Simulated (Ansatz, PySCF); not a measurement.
RbCl, SMILES [Cl][Rb].

Geometry: B3LYP-D3(BJ)/def2-TZVPD. The def2 effective core potentials stand for the cores of Rb; spin–orbit coupling is left out.

Vertical ionisation energy (IE) and electron affinity (EA) in eV. Rows of orbital energies are one-electron estimates. Where ΔSCF, EOM or ADC give a negative EA the extra electron is unbound and the value depends on the basis.

```
level                                                                      IE    EA
-----------------------------------------------------------------------  ----  ----
−ε(HOMO), −ε(LUMO), CAM-B3LYP/def2-TZVPD (PySCF)                         7.22  1.00
−ε(HOMO), −ε(LUMO), ωB97X/def2-TZVPD (PySCF)                             8.25  0.11
−ε(HOMO), −ε(LUMO), PBE/def2-TZVPD (PySCF)                               4.62  1.89
ΔSCF, ωB97X-V/def2-TZVPD (Ansatz), final states of multiplicity 2 and 2  8.48  0.48
ΔSCF, PBE/def2-TZVPD (Ansatz), final states of multiplicity 2 and 2      8.54  0.62
```

### Question
What vertical singlet–triplet gap does ΔSCF give with ωB97X-V/def2-TZVPD (Ansatz, an electronic-structure program) and with PBE/def2-TZVPD (Ansatz)? (Estimate from the structure and the level; the computed values follow.)

### Answer
4.77 and 4.54 eV (triplet above singlet where positive).
